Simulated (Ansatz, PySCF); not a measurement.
CdCl, SMILES [Cl][Cd] (connectivity only; charge and spin as stated), neutral, multiplicity 2. Atoms are numbered in the order given.

```xyz
2

Cd     0.0000     0.0000    -0.6005
Cl     0.0000     0.0000     1.7608
```
Charge 0, spin multiplicity 2.

Geometry: r2SCAN-D4/def2-TZVPD. The spin state was assumed, not searched. The def2 effective core potentials stand for the cores of Cd; spin–orbit coupling is left out.

Two levels are set side by side: PBE-D3(BJ)/def2-TZVPD (Ansatz, a program for electronic structure) and r2SCAN-D4/def2-TZVPD (Ansatz). Each level has its own optimised geometry; the coordinates shown are those of the second. Frequencies come from the Hessian of PySCF at each geometry. Differences are taken from unrounded values.

```tsv
quantity	r2SCAN-D4
bond Cd1–Cl2 (Å)	2.361
highest harmonic wavenumber (cm⁻¹)	309
mean harmonic wavenumber (cm⁻¹)	309
zero-point energy (kcal/mol)	0.44
```

Question: What does PBE-D3(BJ) give, and how far is it from r2SCAN-D4? (The exact figures need the calculation; the answer reports its results.)

Answer: 
```
quantity                            PBE-D3(BJ)  PBE-D3(BJ) minus r2SCAN-D4
----------------------------------  ----------  --------------------------
bond Cd1–Cl2 (Å)                         2.392                       0.030
highest harmonic wavenumber (cm⁻¹)         284                         -25
mean harmonic wavenumber (cm⁻¹)            284                         -25
zero-point energy (kcal/mol)              0.41                       -0.04
```
